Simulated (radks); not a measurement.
Question: The table gives one normalised radial function P(r) = r R(r) of Lu25+ in [Kr] 4d10 (r in bohr). Calculated with a radial shooting solver on a logarithmic mesh with Libxc functionals: scalar-relativistic Kohn-Sham, PBE, spin-polarised, spherical densities, finite nucleus; Fermi nuclear charge, rms radius 5.37 fm.

r	P
0.002403	0.0182
0.003055	0.0272
0.003914	0.0411
0.004976	0.0609
0.006377	0.0907
0.008106	0.1319
0.01039	0.1913
0.01321	0.2684
0.01692	0.3695
0.02169	0.4881
0.02757	0.6047
0.03533	0.6953
0.04491	0.7048
0.05755	0.5709
0.07316	0.2574
0.09375	-0.2365
0.1192	-0.7426
0.1527	-1.0281
0.1942	-0.8101
0.2488	-0.0186
0.3163	0.9747
0.4053	1.6539
0.5194	1.6043
0.6603	1.0410
0.8461	0.4345
1.076	0.1156
1.378	0.0159

Which n and l does it have? It may be an empty orbital.

Answer: n = 4, l = 1: the number of nodes gives n - l - 1 = 2, the rise at small r (about r^(l+1), flatter next to the nucleus through relativity) gives l, and the extent must fit the shell. The curve is that of 4p. 4p: eigenvalue -1099.9 eV, 2 radial nodes at r = 0.0839, 0.250 bohr, <r> = 0.471 bohr, 90 % of the charge inside 0.676 bohr.
